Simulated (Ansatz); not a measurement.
Mulliken charges of CH3ClIn, SMILES `[CH3][In][Cl]` radical from r2SCAN/def2-TZVPP in Ansatz (PBE0-D4/def2-TZVP geometry).

```tsv
atom	x (Å)	y (Å)	z (Å)	charge (e)
C1	0.741	-0.195	-0.316	-0.436
In2	-1.032	1.117	-0.120	0.545
Cl3	-2.649	0.224	1.384	-0.432
H4	0.366	-1.156	-0.669	0.111
H5	1.457	0.235	-1.011	0.102
H6	1.159	-0.288	0.686	0.110
```

Question: By hand: the dipole of these point charges (1 e Å = 4.8032 D).

Answer: Σ q r = (0.576, 0.461, -0.627) e Å, of length 0.968 e Å = 4.65 D.

Question: How does the dipole of the full density compare? (Estimate.)

Answer: The calculation gave: (0.560, 0.158, -0.425) e Å, 3.46 D; the point charges give 1.34 times that, at 18° from its direction.

Point charges leave out the atoms' own dipoles, such as those of lone pairs, and Mulliken's split depends on the basis, so the two needn't agree.
